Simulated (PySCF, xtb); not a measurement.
AlCl4, SMILES [Cl][Al-]([Cl])([Cl])[Cl], charge -1.

xtb with GFN2-xTB at its own geometry gives an orbital gap of 9.08 eV.

Coordinates come from a B3LYP-D3(BJ)/def2-SVPD optimisation.

Task: What does PBE/def2-SVPD in PySCF give? (An estimate is asked for; the answer gives what the named calculation found.)

Result: gap 5.83 eV (levels -3.18 and 2.65 eV).
